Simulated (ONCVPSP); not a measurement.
**What one change does to a pseudopotential (strontium, ONCV)**

| Property | Result |
| --- | --- |
| Element | strontium |
| Generator | ONCVPSP 4.0.1 |
| Type | optimised norm-conserving Vanderbilt (ONCV) |
| Functional | PBE |
| Relativity | scalar-relativistic |
| Frozen core | [Ar] 3d10 |
| Valence charge | 10 |
| Reference configuration | 4s2 4p6 5s1 5p1 |
| Partial waves | 4s+5s: rc 1.80 bohr, ncon 4, nbas 8, qcut 8.1 1/bohr, 3 projectors, debl 1.3 Ha; 4p+5p: rc 3.00 bohr, ncon 4, nbas 7, qcut 5.6 1/bohr, 2 projectors; d scattering state at 0.11 Ha: rc 1.80 bohr, ncon 4, nbas 7, qcut 4.6 1/bohr, local |
| Local potential | the d channel |
| Core correction | Teter function, fcfact 3.5, rcfact 1.35 |

In the d channel the program set the typed energies aside and used 0.050 Ha.

Change: core correction Teter function, fcfact 3.5, rcfact 1.96.

Cutoffs: the cutoffs (Ha) at which the residual kinetic energy of the hardest occupied pseudo-wave falls to 1 and 0.1 mHa per electron; they do not see the model core or the augmentation charge, which bear on the density cutoff. Errors are all-electron minus pseudo energies relative to the spin-unpolarised reference configuration.

Problem. What does the change do?

Solution. The potential gets neither clearly harder nor softer (19 Ha and 23 Ha → 19 Ha and 23 Ha); of the 4 tests that both files solve, the error grows in 3 and shrinks in 0 by more than 15 % and 0.3 meV (median size 0.6 → 5.5 meV); neither file shows a bound ghost. A model core, the more so a compact one, raises the density cutoff, which this test does not measure.

| quantity | base | changed |
| --- | --- | --- |
| cutoff, loose | 19 Ha | 19 Ha |
| cutoff, tight | 23 Ha | 23 Ha |
| bound ghosts | none | none |
| GHOST(+) flags under 300 eV | none | none |
| error for 4s2 4p6 5s2 5p0, meV [ΔE -2.30 eV] | +0.1 | -2.0 |
| error for 4s2 4p6 5s1 5p0, meV [ΔE 3.59 eV] | -0.4 | -0.5 |
| error for 4s2 4p6 5s0 5p0, meV [ΔE 14.59 eV] | -0.7 | -9.1 |
| error for 4s2 4p6 4d1 5s1 5p0, meV [ΔE 0.03 eV] | -2.4 | -11 |
| s: phases at 1.82 bohr within 0.05 rad from the reference energy up to (Ha; the scan ends near 5) | to the end of the scan | to the end of the scan |
| p: phases at 3.05 bohr within 0.05 rad from the reference energy up to (Ha; the scan ends near 5) | 2.6 | 2.6 |
| d: phases at 1.82 bohr within 0.05 rad from the reference energy up to (Ha; the scan ends near 5) | 4.0 | 4.0 |
| rms error of d²Exc/dni dnj with the model core, mHa | 0.24 | 4.16 |
